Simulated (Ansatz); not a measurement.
Calculated with Ansatz (gas phase, PBE0-D4/def2-TZVP geometries, no zero-point term in ΔE). CBS: MP2 limit from def2 TZ/QZ plus the TZ coupled-cluster correction, frozen cores. This one scheme is used for every species. DFT in def2-TZVPP. HSE06 is defined as in plane-wave codes. def2 core potentials past Kr. For Sn outer-core shells are correlated without core-valence functions, which leaves a few kJ/mol of doubt a bond. Each species was taken in one conformer, which may not be the lowest.

Consider the alkene loss: `CC(C)(C)[O][Sn]([F])([F])[F]` → `[OH][Sn]([F])([F])[F]` + `C=C(C)C`.

Problem. Is it downhill or uphill in electronic energy at CCSD(T)/CBS, and by how much? (Estimate.)

Solution. Ansatz gave: Uphill: ΔE = +81.0 kJ/mol.

Problem. What do these levels give: revPBE-D4, HSE06, MP2/def2-SVP, CCSD/def2-SVP, MP2/CBS(def2), CCSD/CBS(def2)? (Estimate.)

Solution. Computed: revPBE-D4 76.1, HSE06 70.4, MP2/def2-SVP 106.4, CCSD/def2-SVP 98.7, MP2/CBS(def2) 85.4, CCSD/CBS(def2) 76.7 kJ/mol.

Largest T1 diagnostic among the species: 0.015.

Leaving LDA and LC-ωPBE aside and taking each functional with its dispersion term where it has one, the values, not all of them listed here, spread over 28.9 kJ/mol, from B2PLYP to ωB97X-V. LDA lies +54.9 kJ/mol from PBE without D4. At CCSD(T), def2-SVP lies +21.3 kJ/mol from the extrapolated value and def2-TZVPP −1.8 kJ/mol. The D4 term adds +26.2 kJ/mol with B3LYP and +14.8 kJ/mol with PBE0; it sums over pairs of atoms, weighted by their polarisabilities, and B3LYP, whose exchange is more repulsive, gets the larger term.

B3LYP here is the variant with VWN-RPA as its local correlation; programs differ in this.
